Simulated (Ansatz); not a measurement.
Several settings on one geometry of CrO₃ (that of the charge 0 singlet, PBE0-D4/def2-TZVP). Ansatz on 2 threads of Arm Neoverse V2 on a shared host; times are rough.

| atom | x (Å) | y (Å) | z (Å) |
| --- | --- | --- | --- |
| Cr1 | -0.0023 | 0.0019 | 0.2582 |
| O2 | 1.5251 | -0.0273 | -0.0723 |
| O3 | -0.7382 | 1.3328 | -0.1023 |
| O4 | -0.7846 | -1.3074 | -0.0835 |

Totals from different functionals, basis sets or treatments of relativity can't be compared as stabilities.

DK, ANO-RCC and x2c sets are all-electron and run with scalar relativity unless a key says otherwise. The 6-31G sets use Cartesian d functions.

The spins typed aren't always the lowest for that charge.

(1) Give the basis size and estimate the energy, ⟨S²⟩, dipole and time of these runs.

| run | method | charge | state | further keys |
| --- | --- | --- | --- | --- |
| 1 | RKS PBE0/pcseg-2 | 0 | singlet | scf: {omitted_lower_state_checks: [starts]}; forces asked |
| 2 | UKS ωB97M-V/x2c-TZVPPall | 1 | doublet | scf: {omitted_lower_state_checks: [starts]}; forces asked |
| 3 | RKS ωB97X/6-31G* | 0 | singlet | final_grid: {core_spheres: 20, valence_spheres: 16, degree: 47}; scf: {lower_state_search: full}; forces asked |
| 4 | UKS RPBE/ANO-RCC-VTZP | 1 | doublet | fitting: {mean_field: def2-universal-jkfit}; scf: {omitted_lower_state_checks: [starts]} |

## Answers

(1) 
```
run  functions  energy (Eh)  ⟨S²⟩  dipole (D)  wall time
  1        146   -1269.7696     –        2.84      2.7 s
  2        157   -1276.1155  0.91           –       59 s
  3         81   -1269.9436     –        2.89        9 s
  4        149   -1276.3728  0.77           –      4.4 s
```

The restricted singlet is unstable towards broken spin symmetry in Hartree–Fock (as tested in another run); at RKS PBE0/pcseg-2, RKS ωB97X/6-31G* this wasn't settled. At UKS ωB97M-V/x2c-TZVPPall the charge 1 doublet is spin-contaminated (final ⟨S²⟩ up to 0.91, 0.75 for a pure state).
